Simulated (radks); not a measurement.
Ge27+, 5 electrons, occupied as [He] 2s2 2p1 (the NIST ground configuration).

All-electron calculation, scalar-relativistic Kohn-Sham, exchange-only LDA, spin-polarised, spherical densities, point nucleus; open shells are filled with parallel spins first. Program: a radial shooting solver on a logarithmic mesh with Libxc functionals.

Energy parts (hartree):
part                   energy
total             -1349.98305
kinetic            1383.99831
electron-nucleus  -2809.85410
Hartree             102.55662
exchange            -26.68388

Orbitals (lengths in bohr, moments of r in powers of bohr; r(max) is where P^2 peaks; r(90%) holds 90 % of the orbital's charge):
[
 {"orbital": "1s up", "occ.": "1", "eigenvalue (hartree)": "-470.8176", "r(90%)": "0.0837", "r(max)": "0.03073"},
 {"orbital": "1s down", "occ.": "1", "eigenvalue (hartree)": "-470.4622", "r(90%)": "0.0836", "r(max)": "0.03072"},
 {"orbital": "2s up", "occ.": "1", "eigenvalue (hartree)": "-106.5290", "r(90%)": "0.299", "r(max)": "0.1682"},
 {"orbital": "2s down", "occ.": "1", "eigenvalue (hartree)": "-105.9291", "r(90%)": "0.299", "r(max)": "0.1685"},
 {"orbital": "2p up", "occ.": "1", "eigenvalue (hartree)": "-102.5831", "r(90%)": "0.269", "r(max)": "0.1324"},
 {"orbital": "2p down", "occ.": "0", "eigenvalue (hartree)": "-101.8540", "r(90%)": "0.270", "r(max)": "0.1327"}
]

The highest occupied level is 2p up at -2791.4 eV. Spin moment in Bohr magnetons: 1.
